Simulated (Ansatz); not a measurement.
One change: `CBO[SiH2]F` becomes `B[SiH2]O[SiH2]F`.

Ansatz, PBE0-D4/def2-TZVP geometries, multiplicity 1. Each molecule was computed in one conformer, which needn't be the lowest.

```tsv
property	`CBO[SiH2]F`
HOMO–LUMO gap (PBE/def2-TZVPP) / eV	5.75
size of the dipole moment (PBE/def2-TZVPP) / D	1.16
HOMO energy (PBE/def2-TZVPP) / eV	-7.08
HOMO–LUMO gap (ωB97M-V/def2-TZVPP) / eV	12.55
HOMO energy (ωB97M-V/def2-TZVPP) / eV	-10.91
size of the dipole moment (ωB97M-V/def2-TZVPP) / D	1.25
```

(1) Give the same properties after the change, and the shifts. (Estimate.)

Answers

(1) Computed: 
```tsv
property	`B[SiH2]O[SiH2]F`	shift
HOMO–LUMO gap (PBE/def2-TZVPP) / eV	3.31	-2.44
size of the dipole moment (PBE/def2-TZVPP) / D	1.06	-0.10
HOMO energy (PBE/def2-TZVPP) / eV	-6.95	0.13
HOMO–LUMO gap (ωB97M-V/def2-TZVPP) / eV	9.78	-2.77
HOMO energy (ωB97M-V/def2-TZVPP) / eV	-10.43	0.48
size of the dipole moment (ωB97M-V/def2-TZVPP) / D	1.10	-0.15
```

With PBE0 the HOMO rises by 0.32 eV and the LUMO falls by 2.32 eV, so the gap narrows by about 2.64 eV. PBE moves the HOMO by 0.13 eV and ωB97M-V by 0.48 eV. Dipoles are sizes alone; their direction can turn.
